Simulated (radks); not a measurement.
Tc22+, 21 electrons, occupied as [Ar] 3d3 (the NIST ground configuration). All-electron calculation, Dirac Kohn-Sham, PBE, spin-unpolarised, spherical densities, finite nucleus; open shells fill j = l - 1/2 first; Fermi nuclear charge, rms radius 4.4112 fm. Program: a radial shooting solver on a logarithmic mesh with Libxc functionals.

Unscreened Slater integrals over Kohn-Sham orbitals (hartree). Large and small components are both included. Empty in this configuration: 3d5/2.

integral,value
"F0(3d3/2,3d3/2)",2.6476
"F2(3d3/2,3d3/2)",1.3483
"F0(3d3/2,3p3/2)",2.4690
"F2(3d3/2,3p3/2)",1.1910
"G1(3d3/2,3p3/2)",1.3038
"G3(3d3/2,3p3/2)",0.85939
"F0(3d3/2,3p1/2)",2.4997
"G1(3d3/2,3p1/2)",1.3526
"F0(3d3/2,3s1/2)",2.4506
"G2(3d3/2,3s1/2)",0.99652
"F0(3d3/2,3d5/2)",2.6382
"F2(3d3/2,3d5/2)",1.3450
"G2(3d3/2,3d5/2)",1.3384
"G4(3d3/2,3d5/2)",0.86149
"F0(3p3/2,3p3/2)",2.3617
"F2(3p3/2,3p3/2)",1.1918
"F0(3p3/2,3p1/2)",2.3868
"G2(3p3/2,3p1/2)",1.1988
"F0(3p3/2,3s1/2)",2.3445
"G1(3p3/2,3s1/2)",1.5351
"F0(3p3/2,3d5/2)",2.4617
"F2(3p3/2,3d5/2)",1.1916
"G1(3p3/2,3d5/2)",1.3098
"G3(3p3/2,3d5/2)",0.86339
"F0(3p1/2,3p1/2)",2.4132
"F0(3p1/2,3s1/2)",2.3685
"G1(3p1/2,3s1/2)",1.5347
"F0(3p1/2,3d5/2)",2.4921
"G3(3p1/2,3d5/2)",0.88639
"F0(3s1/2,3s1/2)",2.3321
"F0(3s1/2,3d5/2)",2.4437
"G2(3s1/2,3d5/2)",1.0007
"F0(3d5/2,3d5/2)",2.6289
"F2(3d5/2,3d5/2)",1.3419
"F4(3d5/2,3d5/2)",0.86388
